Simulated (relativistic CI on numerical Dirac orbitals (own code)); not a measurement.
Pb III: what numerical and physical settings do to a radial Dirac CI calculation

Reference input:

```
atom Pb  Z=82  charge=2  electrons=80
nucleus A=208  rms_radius_fm=5.5012
hamiltonian dirac-coulomb  breit=on  qed=on  c_scale=1
orbitals kli  potential=per-configuration
slater_scale 1
correlation none
mixing on
grid step=0.0125 r_max=86.5
scf mixing=0.4 start=green max_iterations=150 tolerance=2e-08 node_fill=0.05
configurations
  [Xe] 4f14 5d10 6s2
end
```

Computed lowest total energy -20871.16159 Ha, 12 SCF steps. Runs with settings changed; * marks those that are bad on purpose (the QED terms keep the true α when c is scaled):

| Changed | Outcome | Lowest level | ΔE (Ha) | First excitation (cm⁻¹) | SCF steps | Message |
| --- | --- | --- | --- | --- | --- | --- |
| iteration limit 20 | converged | 6s² ¹S0 | 0 |  | 12 |  |
| nuclear radius 4.9511 fm, speed of light × 1.25, grid step 0.006 | converged | 6s² ¹S0 | 551 |  | 12 |  |
| Breit term off, start potential thomas-fermi | converged | 6s² ¹S0 | -24.7 |  | 12 |  |
| start potential bare | converged | 6s² ¹S0 | 8.17e-09 |  | 21 |  |
| nuclear radius 5501.2 fm * | converged | 6s² ¹S0 | 10600 |  | 12 |  |
| grid step 0.3 * | not converged |  |  |  | 31 | SCF of 1s2 2s2 2p6 3s2 3p6 3d10 4s2 4p6 4d10 4f14 5s2 5p6 5d10 6s2 stopped: an orbital could not be found |

With so few configurations and no correlation, terms lie too far apart (by 10 to 50 % near neutrality), their order can be wrong, and levels of other configurations are missing.
